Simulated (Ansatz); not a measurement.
The cluster B₃Sb₃⁻. Charge -1, multiplicity 2. Geometry PBE-D4/def2-SVPD; atoms count from 1.

Cartesian coordinates in Å:
```
B -0.6508 0.6405 -0.7904
B 0.5489 -0.2717 -1.2421
B 0.0089 -0.5557 0.3795
Sb 0.3943 1.7783 0.9352
Sb 1.7376 -1.8064 -0.2249
Sb -2.0389 0.2150 0.9426
```

In the def2 sets Sb takes a core potential; there is no spin–orbit coupling. Another isomer (doublet) lies 0.53 eV lower at PBE0-D4/def2-TZVPD; other spin states weren't run for this one.

Q: Estimate the Mulliken populations from the PBE0/def2-TZVPD orbitals of Ansatz.

A: 
```
atom  charge (e)  spin (α − β)
  B1       -0.35         -0.01
  B2       -0.19          0.03
  B3       -0.20         -0.33
 Sb4       -0.18          0.46
 Sb5        0.00          0.82
 Sb6       -0.09          0.04
```
Mulliken values and Mayer orders depend strongly on the basis. With diffuse functions, as here, like atoms can get unlike values, and bond orders can come out too low or too high.

Q: Where does the spin sit?

A: Summed by element: B -0.31, Sb 1.31, of 1 unpaired in all. Largest on single atoms: Sb5 0.82, Sb4 0.46, B3 -0.33.

Q: And the Mayer bond orders between bonded heavy atoms (over 0.3)?

A: B1–B2 1.30 (1.57 Å); B1–B3 0.73 (1.80 Å); B1–Sb4 0.52 (2.32 Å); B1–Sb6 0.71 (2.26 Å); B2–B3 0.52 (1.73 Å); B2–Sb5 0.95 (2.19 Å); B3–Sb4 0.57 (2.43 Å); B3–Sb5 0.77 (2.22 Å); B3–Sb6 0.63 (2.26 Å); Sb4–Sb6 1.16 (2.89 Å). Values over 0.3 also appear between atoms too far apart for a bond (B1–Sb5 0.31 at 3.47 Å); they arise where an orbital or an unpaired electron spreads over both atoms.
